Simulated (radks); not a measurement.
Task: All-electron atom: Ir IV in [Xe] 4f14 5d6. All-electron calculation, scalar-relativistic Kohn-Sham, r2SCAN, spin-unpolarised, spherical densities, finite nucleus; meta-GGA in the generalised Kohn-Sham scheme; Fermi nuclear charge, rms radius 5.4032 fm. Program: a radial shooting solver on a logarithmic mesh with Libxc functionals. Some entries of the table are withheld. Estimate them.

| orbital | occ. | eigenvalue (hartree) | <r> (bohr) |
|---|---|---|---|
| 1s | 2 | (1) | 0.01744 |
| 2s | 2 | -492.0486 | 0.07360 |
| 2p | 6 | (2) | (3) |
| 3s | 2 | -116.3745 | (4) |
| 3p | 6 | -97.43655 | 0.1912 |
| 3d | 10 | -76.53695 | 0.1733 |
| 4s | 2 | -25.97449 | 0.4233 |
| 4p | 6 | -19.73617 | (5) |
| 4d | 10 | -12.03058 | 0.4783 |
| 5s | 2 | -4.83775 | 0.9791 |
| 4f | 14 | -3.48170 | 0.5346 |
| 5p | 6 | (6) | 1.126 |
| 5d | 6 | -1.35771 | 1.535 |

Result: 
(1) 1s eigenvalue (hartree): -2801.426
(2) 2p eigenvalue (hartree): -427.5802
(3) 2p <r> (bohr): 0.06624
(4) 3s <r> (bohr): 0.1903
(5) 4p <r> (bohr): 0.4502
(6) 5p eigenvalue (hartree): -3.21791
